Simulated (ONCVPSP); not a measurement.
How hard is this Fe ONCV potential?

Fe (Z = 26), optimised norm-conserving Vanderbilt (ONCV), made with ONCVPSP 4.0.1 (LDA (Perdew-Zunger), fully relativistic). Core [Ar], reference 3d6 4s1 (charge +1). Waves: 4s: rc 2.50 bohr, ncon 3, nbas 6, qcut 2.5 1/bohr, 2 projectors, debl 0.5 Ha; p scattering state at 0.12 Ha: rc 2.10 bohr, ncon 4, nbas 9, qcut 4.2 1/bohr, 2 projectors, debl 3.6 Ha; 3d: rc 1.85 bohr, ncon 3, nbas 7, qcut 10.1 1/bohr, 2 projectors, debl 2.8 Ha. Local part: polynomial inside 1.40 bohr (lpopt 3, dvloc0 3 Ha). Core correction: none.

Open shells are filled in proportion to 2j + 1.

In the p channel the program set the typed energies aside and used 0.050, 3.650 Ha (j = l + 1/2; the other j can differ).

**Question.** For each optimised wave give the share of its norm inside rc, the residual kinetic energy above qcut (Ha) and the cutoffs (Ha) for errors of 10, 1, 0.1 and 0.01 mHa per electron.

**Answer.**

```csv
wave,norm inside rc,residual KE,10 mHa,1 mHa,0.1 mHa,0.01 mHa
4s,0.476,2.0e-03,2.1,4.8,14.3,29.9
s projector 2,0.170,2.5e-03,2.2,4.0,11.2,23.2
p projector 1 j=3/2,0.087,1.7e-05,1.2,4.0,6.0,25.7
p projector 2 j=3/2,0.093,4.6e-03,8.3,23.6,75.7,93.0
p projector 1 j=1/2,0.159,7.2e-05,1.0,3.5,5.9,55.9
p projector 2 j=1/2,0.094,5.6e-03,8.3,48.6,78.9,100.5
3d j=5/2,0.883,1.6e-08,28.6,34.3,39.1,42.8
d projector 2 j=5/2,0.220,2.7e-07,30.7,37.2,41.9,45.7
3d j=3/2,0.885,1.6e-08,28.6,34.3,39.1,42.8
d projector 2 j=3/2,0.221,2.7e-07,30.8,37.2,41.9,45.7
```

The occupied waves need 34 Ha and 39 Ha for 1 and 0.1 mHa. Note: no bound ghost flagged; GHOST(+) flagged for s at 70.9 eV.
